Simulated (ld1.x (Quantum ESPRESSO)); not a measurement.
# u(r) = r·R(r): atom against pseudo-atom (He)

Columns: radius, all-electron u(r) and pseudo u(r) of the 1s shell (level -15.92 eV) of helium in the configuration 1s2; BLYP, scalar-relativistic, RRKJ scheme, ld1.x (Quantum ESPRESSO) 7.5.

```
r (bohr)  all-electron  pseudo
   0.025        0.1153  0.0966
   0.050        0.2191  0.1917
   0.075        0.3124  0.2837
   0.100        0.3961  0.3711
   0.125        0.4709  0.4527
   0.150        0.5376  0.5272
   0.175        0.5968  0.5940
   0.200        0.6492  0.6526
   0.225        0.6954  0.7030
   0.250        0.7359  0.7455
   0.275        0.7712  0.7809
   0.300        0.8018  0.8102
   0.325        0.8280  0.8344
   0.350        0.8503  0.8545
   0.375        0.8690  0.8714
   0.400        0.8845  0.8855
   0.425        0.8970  0.8973
   0.450        0.9068  0.9069
   0.475        0.9142  0.9142
   0.500        0.9193  0.9193
   0.525        0.9224  0.9224
   0.550        0.9237  0.9237
   0.575        0.9234  0.9234
   0.600        0.9215  0.9215
   0.625        0.9184  0.9184
   0.650        0.9140  0.9140
```

(1) How many radial nodes do the two functions have?

(2) At about which radius was the pseudo-wave matched?

(3) Is the pseudo-wave norm-conserving?

Answers

(1) The all-electron 1s function has n − l − 1 = 0; the pseudo-wave has 0.

(2) 0.50 bohr. The columns agree to 0.0005 from 0.42 bohr on; several derivatives are matched, so the curves merge somewhat inside the radius.

(3) Yes: the RRKJ scheme keeps the norm inside the radius equal to the all-electron one, which fixes the energy derivative of the logarithmic derivative at the level.
